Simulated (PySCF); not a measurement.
# Radial density of Nd (neodymium, neutral)

r2SCAN, [Xe] 4f4 6s1 6p1, one real determinant (an excited configuration). All numbers are calculated (PySCF 2.14, the spin-free X2C one-electron Hamiltonian (Gaussian nucleus), in x2c-TZVPPall).

| r (bohr) | 4πr²ρ (e/bohr) | 4πr²(ρα − ρβ) |
| --- | --- | --- |
| 0.0271 | 70.45 | 0.0044 |
| 0.0457 | 81.51 | 0.0108 |
| 0.0768 | 104.0 | 0.0043 |
| 0.129 | 76.99 | 0.0207 |
| 0.217 | 90.18 | 0.4050 |
| 0.365 | 37.43 | 1.9438 |
| 0.615 | 40.14 | 3.7606 |
| 1.03 | 13.90 | 2.8826 |
| 1.74 | 6.429 | 0.8599 |
| 2.93 | 1.055 | 0.3630 |
| 4.92 | 0.4572 | 0.4530 |
| 8.28 | 0.07950 | 0.0795 |
| 13.9 | 0.0002136 | 0.0002 |

Densities and radii are taken from the X2C orbitals without a picture-change correction, which distorts them close to the nucleus.

⟨L²⟩ = 36.04 against 56 for a pure K term, so this real determinant mixes terms. Spin-orbit coupling, absent here, splits the open shell strongly.
